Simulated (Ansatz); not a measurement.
`[Cl][Zn]` radical, 2 atoms. Total charge 0; spin multiplicity 2. For Zn the d shell is correlated and the shells below it are frozen. Scalar relativity is left out up to krypton. Hardware: A = 2 threads of a server CPU on a shared host; B = 2 threads of an AMD EPYC 7R13 on a shared host and a share of an NVIDIA H100 80 GB. Correlated methods freeze the cores. Open-shell runs search over several starts.

**Question.** Give the basis size and wall time and peak host memory of each of these runs in Ansatz. UKS PBE0-D4/def2-SVP energy [A]; UHF-CCSD(T) with 3s3p of Cu, Zn/def2-QZVPP energy [B]; UKS PBE-D4/def2-TZVPP energy and forces [A]; UKS PBE0-D4/def2-QZVPP energy [A]; direct RPA on PBE orbitals with 3s3p of Cu, Zn/def2-TZVPP energy [A]; UKS HSE06 (plane-wave form)-D4/def2-TZVPP energy [A]; UHF-CCSD(T) with 3s3p of Cu, Zn/def2-TZVPP energy [A]; UKS PBE0-D4/def2-TZVP relaxation (3 steps) [A]; UKS ωB97M-V/def2-QZVPP energy [A]; UKS PBE0-D4/def2-TZVP frequencies [A]; UHF-CCSD(T) with 3s3p of Cu, Zn/def2-SVP energy [A]; UKS LC-ωPBE/def2-TZVPP energy [A]. (Estimate.)

**Answer.** Computed: Other jobs shared the machine, so times are rough.

```csv
level,job,functions,wall time,peak host memory (GiB)
UKS PBE0-D4/def2-SVP,energy [A],49,1.8 s,0.34
UKS PBE-D4/def2-TZVPP,energy and forces [A],106,1.9 s,0.34
"UHF-CCSD(T) with 3s3p of Cu, Zn/def2-SVP",energy [A],49,3.4 s,0.34
UKS HSE06 (plane-wave form)-D4/def2-TZVPP,energy [A],106,3.7 s,0.34
UKS LC-ωPBE/def2-TZVPP,energy [A],106,4.3 s,0.34
"direct RPA on PBE orbitals with 3s3p of Cu, Zn/def2-TZVPP",energy [A],106,4.5 s,0.34
UKS PBE0-D4/def2-QZVPP,energy [A],170,4.8 s,0.47
"UHF-CCSD(T) with 3s3p of Cu, Zn/def2-QZVPP",energy [B],170,11 s,0.9
UKS PBE0-D4/def2-TZVP,relaxation (3 steps) [A],85,13 s,0.34
UKS ωB97M-V/def2-QZVPP,energy [A],170,21 s,0.6
"UHF-CCSD(T) with 3s3p of Cu, Zn/def2-TZVPP",energy [A],106,21 s,0.57
UKS PBE0-D4/def2-TZVP,frequencies [A],85,34 s,0.34
```

LC-ωPBE has ω = 0.4 bohr⁻¹.
